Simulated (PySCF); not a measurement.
Simulation results for AlBH$_{4}$N

Computed with PySCF 2.14.0. Calculation on a computer-drawn molecule: the log of a Hartree-Fock and frozen-core CCSD(T) single point meant for a local Hartree-Fock minimum, with one planted fault or none, to be diagnosed. Offsets are logged minus clean, where the clean run is the same molecule without the fault. The reference is restricted for singlets and unrestricted otherwise, and also for a bond in bohr or an excited solution. Adding or removing an electron swaps singlet and doublet. The excited solution moves the top pair (singlet) or top alpha electron (doublet) to the lowest empty orbital. Highest occupied and lowest empty are orbital energies over both spins, largest force is the largest gradient component, triples share is (T) over the correlation energy, the T1 limit is 0.02 restricted and 0.045 unrestricted, electrons count all cores, a negative frequency is imaginary (commonest isotopes), and the dipole is about the centre of nuclear charge.

## AlBH$_{4}$N

Logged structure:
```xyz
7
AlBH4N
B     -0.7250    -2.2194     0.7049
N     -0.5998    -1.1322     1.4086
Al     0.3509     0.4807     0.8954
H     -0.8091    -3.1747     0.0336
H     -1.0385    -1.1069     2.3239
H      0.2674     1.5542     2.0096
H      0.9649     0.2916    -0.5188
```

```
meant charge                         : 1
meant multiplicity                   : 1
meant basis                          : cc-pV(D+d)Z
logged electrons                     : 28
logged basis functions               : 71
logged SCF converged                 : yes
logged spin squared                  : 0
logged highest occupied              : -16.941 eV
logged lowest empty                  : -3.5135 eV
logged largest force                 : 1.257e-05 hartree/bohr
logged lowest frequency              : 188.43 cm⁻¹
logged T1 diagnostic                 : 0.014529
logged D1 diagnostic                 : 0.036077
logged triples share                 : 0.027099
logged CC converged                  : yes
logged dipole magnitude              : 3.7048 debye
logged SCF stable within its kind    : yes
logged energy HF                     : -323.17421 hartree
logged energy CCSD(T)                : -323.50694 hartree
possible faults                      : no fault, one electron removed, one electron added, multiplicity raised by two, geometry at a saddle point, SCF held on an excited solution, minimal basis STO-3G, one bond length entered in bohr, all coordinates scaled
planted fault                        : no fault
HF energy offset from clean run      : 0 kcal/mol
CCSD(T) energy offset from clean run : 0 kcal/mol
```

Drawn bonds:
```
atom  other atom  order
   1           2      1
   2           3      1
   1           4      1
   2           5      1
   3           6      1
   3           7      1
```
